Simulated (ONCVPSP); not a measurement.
# What the settings do to the ONCV potential of nickel (Ni)

Base potential:

```
Element                 : Ni (Z = 28)
Generator               : ONCVPSP 4.0.1
Type                    : optimised norm-conserving Vanderbilt (ONCV)
Functional              : PBE
Relativity              : scalar-relativistic
Frozen core             : [Ne]
Valence charge          : 18
Reference configuration : 3s2 3p6 3d8 4s1 (charge +1)
Partial waves           : 3s+4s: rc 1.15 bohr, ncon 3, nbas 7, qcut 8.5 1/bohr, 2 projectors; 3p: rc 1.15 bohr, ncon 4, nbas 8, qcut 11.4 1/bohr, 2 projectors, debl 3.8 Ha; 3d: rc 1.10 bohr, ncon 4, nbas 8, qcut 12.2 1/bohr, 2 projectors, debl 1.7 Ha
Local potential         : polynomial inside 1.10 bohr (lpopt 5, dvloc0 -1 Ha)
Core correction         : Teter function, fcfact 3, rcfact 1.4
```

Cutoffs, loose and tight: the cutoffs (Ha) at which the residual kinetic energy of the hardest occupied pseudo-wave falls to 1 and 0.1 mHa per electron. They do not see the model core or the augmentation charge, which bear on the density cutoff. Test errors are all-electron minus pseudo excitation energies from the reference, over the configurations 3s2 3p6 3d8 4s2; 3s2 3p6 3d8 4s0; 3s2 3p6 3d7 4s0; 3s2 3p6 3d8 4s0 4p2. A dash means not determined; rows that change the core or the reference have their own tests.

```json
{"change": "base", "outcome": "generated", "cutoff, loose": "68 Ha", "cutoff, tight": "98 Ha", "bound ghosts": "none", "GHOST(+) flags above zero": "none", "largest test error (meV)": "+3.1"}
{"change": "d: qcut 7.7", "outcome": "generated", "cutoff, loose": "204 Ha", "cutoff, tight": "274 Ha", "bound ghosts": "none", "GHOST(+) flags above zero": "none", "largest test error (meV)": "+15"}
{"change": "d: qcut 10.7", "outcome": "generated", "cutoff, loose": "109 Ha", "cutoff, tight": "195 Ha", "bound ghosts": "none", "GHOST(+) flags above zero": "none", "largest test error (meV)": "+6.1"}
{"change": "d: qcut 16.6", "outcome": "generated", "cutoff, loose": "93 Ha", "cutoff, tight": "106 Ha", "bound ghosts": "none", "GHOST(+) flags above zero": "none", "largest test error (meV)": "-1.3"}
{"change": "d: qcut 18.4", "outcome": "generated", "cutoff, loose": "99 Ha", "cutoff, tight": "114 Ha", "bound ghosts": "none", "GHOST(+) flags above zero": "none", "largest test error (meV)": "-2.1"}
```

Q: What comes out with this change to the base: d: qcut 9.7?

A: outcome: generated; cutoff, loose: 180 Ha; cutoff, tight: 210 Ha; bound ghosts: none; GHOST(+) flags above zero: none; largest test error (meV): +8.8.

Q: What comes out with this change to the base: d: qcut 14.5?

A: outcome: generated; cutoff, loose: 81 Ha; cutoff, tight: 92 Ha; bound ghosts: none; GHOST(+) flags above zero: none; largest test error (meV): +1.2.

Q: What comes out with this change to the base: d: qcut 13?

A: outcome: generated; cutoff, loose: 72 Ha; cutoff, tight: 81 Ha; bound ghosts: none; GHOST(+) flags above zero: none; largest test error (meV): +2.0.

Reading the sweep of the qcut of the d channel (base included, trends over the rows without a ghost): The loose cutoff is not monotonic: lowest 68 Ha at 12.2 1/bohr, highest 204 Ha at 7.7 1/bohr. The median size of the test errors (rows with all tests solved) stays near 0.9 meV.
